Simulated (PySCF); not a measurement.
Computed shifts of a molecule C4H9NO, PBE0/pcSseg-1 (PySCF), GIAO, gas phase, equivalent atoms averaged, in ppm (number of nuclei): ¹³C: 156.8 (1), 110.5 (1), 56.0 (1), 47.1 (1). ¹⁵N: 52.1 (1). ¹H: 6.76 (1), 4.74 (1), 3.68 (3), 3.53 (1), 3.10 (1), 0.71 (1), 0.11 (1). References: ¹³C against TMS (σ = 186.3 ppm); ¹⁷O against H2O (σ = 334.2 ppm); ¹⁵N against NH3 (σ = 267.4 ppm); ¹H against TMS (σ = 31.56 ppm), references at their B3LYP-D3(BJ)/def2-TZVP geometries, non-relativistic. Geometry optimised at PBE0-D3(BJ)/def2-SVP. One conformer was computed; it need not be the lowest.

**Question.** Pick the molecule that these values belong to.
(A) NCC1COC1
(B) C/N=C\CCO
(C) C/N=C(\C)CO
(D) CO/C=C/CN

**Answer.** D, CO/C=C/CN
